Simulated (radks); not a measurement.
Ir60+, 17 electrons, occupied as [Ne] 3s2 3p5.

All-electron calculation, scalar-relativistic Kohn-Sham, LDA (Slater exchange, VWN5 correlation), spin-polarised, spherical densities, finite nucleus; open shells are filled with parallel spins first (spin-orbit coupling, left out, can overturn this in heavy ions); Fermi nuclear charge, rms radius 5.4032 fm. Program: a radial shooting solver on a logarithmic mesh with Libxc functionals.

Energy parts (hartree):
total: -13897.9043
kinetic: 15815.9250
electron-nucleus: -30992.1627
Hartree: 1447.7378
exchange-correlation: -169.4044

Orbitals (lengths in bohr, moments of r in powers of bohr):
orbital  occ.  eigenvalue (hartree)       <r^4>  <1/r>
1s up       1             -2965.696   4.816e-07  92.09
1s down     1             -2965.543   4.816e-07  92.09
2s up       1             -654.9876  0.00006804  21.78
2s down     1             -654.8628  0.00006800  21.78
2p up       3             -592.1208  0.00005359  19.52
2p down     3             -591.9657  0.00005356  19.52
3s up       1             -258.0392    0.001900  8.713
3s down     1             -257.7004    0.001903  8.710
3p up       3             -239.5263    0.001915  8.054
3p down     2             -239.1853    0.001918  8.052

The highest occupied level is 3p down at -6508.6 eV. The spin density at the nucleus is -31.19 e/bohr^3 (1s -50.03, 2s -3.65, 3s 22.50). Spin moment in Bohr magnetons: 1. The density falls to 0.001 e/bohr^3 at r = 0.55 bohr.
